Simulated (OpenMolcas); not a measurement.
**Ge III: CASPT2 settings compared**

- Program: OpenMolcas 26.06
- Basis: ANO-R1 [5s4p3d1f]
- Scalar Hamiltonian: X2C, finite nucleus
- Active space: 2 electrons in 8 orbitals (4s 4p 5s 5p)
- State averaging: 2S+1 = 3 even, 3 roots (0 in the spin-orbit step); 2S+1 = 1 even, 1 root; 2S+1 = 3 odd, 3 roots; 2S+1 = 1 odd, 3 roots
- Spin-orbit coupling: RASSI with atomic mean-field integrals over the reference wave functions, term energies averaged over their components

Methods on the same reference wave functions:
A. CASSCF
B. SS-CASPT2, IPEA 0.35 Eh, imaginary shift 0.15 Eh (closed shells correlated: none)
C. XMS-CASPT2, IPEA 0.5 Eh, no level shift (closed shells correlated: 3d)
D. XMS-CASPT2, IPEA 0.4 Eh, real shift 0.05 Eh (closed shells correlated: none)

Energies in cm⁻¹ above 4s² ¹S₀, the measured ground level; measured values from Sugar and Musgrove, J. Phys. Chem. Ref. Data 22, 1213 (1993).

```tsv
Level	A	B	C	D	Measured
4s² ¹S₀	0.0	0.0	0.0	0.0	0.0
4s 4p ³P°₀	59191	58500	59220	58410	61734
4s 4p ³P°₁	59945	59250	59970	59160	62500
4s 4p ³P°₂	61520	60830	61550	60740	64144
4s 4p ¹P°₁	99761	94260	92080	93720	91873
```

Deviations, from unrounded energies. A percentage is the sum of absolute deviations over the sum of measured energies, with the sign that they share, or ± where signs differ.

```json
{"Against measurement": "mean absolute deviation (cm-1)", "Levels": "4", "A": "3900", "B": "3000", "C": "2000", "D": "3000"}
{"Against measurement": "other configurations (%)", "Levels": "4", "A": "±5.6", "B": "±4.3", "C": "±2.8", "D": "±4.2"}
```

C lies closest to measurement on these levels and A furthest from it. The largest miss of C in the table is 4s 4p ³P°₂, by -2600 cm-1. The ranking rests on the paired levels alone, and a cruder setting can come out closer through cancelling errors.

Among B to D the level of the table that moves most is 4s 4p ¹P°₁, by 2200 cm-1 (lowest in C, highest in B). Moves below CASPT2's spread within the term are not significant.

The lowest spin-free term lies below A's lowest term by 0.001 hartree in B, 0.364 hartree in C, 0.001 hartree in D.

Term energies are means over components that CASPT2 splits; among the terms shown or strongly mixed into the levels shown the widest spread is 22 cm-1 (4s 4p ¹P°, C). Some high roots are left out of the spin-orbit mixing, which shifts the levels that they would mix with. Active for correlation alone: 5p 5s; no level in the range computed is led by a configuration that fills them, so any true level of that kind is missing. Measured partners are found by configuration, term and J. A level has none where our copy of the source lacks it or the pairing is in doubt (some pairs that miss far off the trend of their configuration count as doubtful), and it then counts in no deviation. Levels of configurations outside the active space are missing.

° marks odd parity.
